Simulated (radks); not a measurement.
Isoelectronic series with 1 electrons, all held in the configuration 1s1, which need not be the ground one along the series. Calculated with a radial shooting solver on a logarithmic mesh with Libxc functionals: non-relativistic Kohn-Sham, LDA (Slater exchange, Perdew-Wang correlation), spin-polarised, spherical densities, point nucleus; open shells are filled with parallel spins first. Total energies (hartree) and orbital eigenvalues (eV):

| ion | E (hartree) | 1s up |
|---|---|---|
| H | -0.47871 | -7.3203 |
| He+ | -1.94176 | -41.1014 |
| Li2+ | -4.40212 | -101.9969 |
| Be3+ | -7.86124 | -190.0626 |
| B4+ | -12.31965 | -305.3166 |
| C5+ | -17.77758 | -447.7672 |
| N6+ | -24.23517 | -617.4188 |
| O7+ | -31.69252 | -814.2741 |
| F8+ | -40.14967 | -1038.335 |
| Ne9+ | -49.60666 | -1289.602 |
| Mg11+ | -71.52027 | -1873.761 |
| Al12+ | -83.97694 | -2206.653 |
| Si13+ | -97.43352 | -2566.754 |
| P14+ | -111.89004 | -2954.065 |
| S15+ | -127.34649 | -3368.585 |
| Cl16+ | -143.80290 | -3810.315 |
| Ar17+ | -161.25926 | -4279.255 |
